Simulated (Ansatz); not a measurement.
A nudged elastic band was laid between two geometries of FGeH8NSiSn (13 atoms, charge 0, multiplicity 1).

These are results of RHF/def2-SVP (Ansatz 0.2.0), not measurements.

```yaml
movable_images: 7
climbing_image: yes
spring: 5.0 eV/Å²
optimiser: quadratic models (default)
start_path: through a guess of the saddle point
force_threshold: 0.05 eV/Å
iteration_limit: 33
end_points: relaxed
```

Initial state:

```xyz
13
Properties=species:S:1:pos:R:3
N -2.058 0.391 0.239
Si -0.603 -0.133 -0.542
Sn 0.573 -1.910 0.958
Ge 1.002 1.637 -0.956
F 2.006 1.656 0.477
H -2.070 0.608 1.217
H -2.755 0.916 -0.254
H -0.966 -0.698 -1.865
H 2.195 -2.144 0.470
H -0.249 -3.410 0.858
H 0.544 -1.390 2.588
H 1.974 1.387 -2.117
H 0.426 3.056 -1.057
```

Final state:

```xyz
13
Properties=species:S:1:pos:R:3
N -1.986 0.503 0.195
Si -0.557 -0.120 -0.564
Sn 0.557 -1.889 0.989
Ge 1.014 1.692 -0.842
F 2.224 1.430 0.390
H -2.456 1.311 -0.165
H -2.635 -0.110 0.650
H -0.775 -0.714 -1.913
H 2.020 -2.441 0.298
H -0.490 -3.237 1.176
H 0.862 -1.236 2.536
H 1.790 1.682 -2.163
H 0.451 3.093 -0.572
```

Question: Which bonds break or form, and what moves?

Answer: No bond is made or broken. The dihedral H6–N1–Si2–Ge4 goes from -75 to 51°.

Question: Give the energies along the band, and the barrier.

Answer: The run converged. The highest image is number 4 of 0 to 8, 0.049 eV above the ends, which have the same energy within 2 meV. A vibrational analysis at the climbing image gives one clearly imaginary mode, 241i cm⁻¹, and a faint second one (22i cm⁻¹) that may be numerical noise or a soft torsion: probably a first-order saddle point.

| image | path coordinate (Å) | energy (eV) | dihedral H6–N1–Si2–Ge4 (°) |
| --- | --- | --- | --- |
| 0 | 0.00 | 0.000 | -75 |
| 1 | 0.69 | 0.006 | -71 |
| 2 | 1.39 | 0.032 | -58 |
| 3 | 2.08 | 0.029 | -52 |
| 4 | 2.78 | 0.049 | -9 |
| 5 | 3.25 | 0.025 | 32 |
| 6 | 3.72 | 0.009 | 47 |
| 7 | 4.19 | 0.002 | 50 |
| 8 | 4.66 | 0.000 | 51 |

Question: What is the geometry of the highest image?

Answer: 
```xyz
13
Properties=species:S:1:pos:R:3
N -1.994 0.521 0.167
Si -0.547 -0.097 -0.545
Sn 0.546 -2.011 0.856
Ge 1.008 1.724 -0.819
F 1.702 2.039 0.748
H -2.080 1.447 0.532
H -2.760 -0.061 0.441
H -0.785 -0.633 -1.912
H 1.968 -2.589 0.092
H -0.551 -3.324 0.997
H 0.944 -1.489 2.435
H 2.195 1.386 -1.728
H 0.375 3.053 -1.250
```

Run time: 7.9 min on 2 threads of Arm Neoverse V2, with other jobs on the host, peak memory 0.49 GiB.
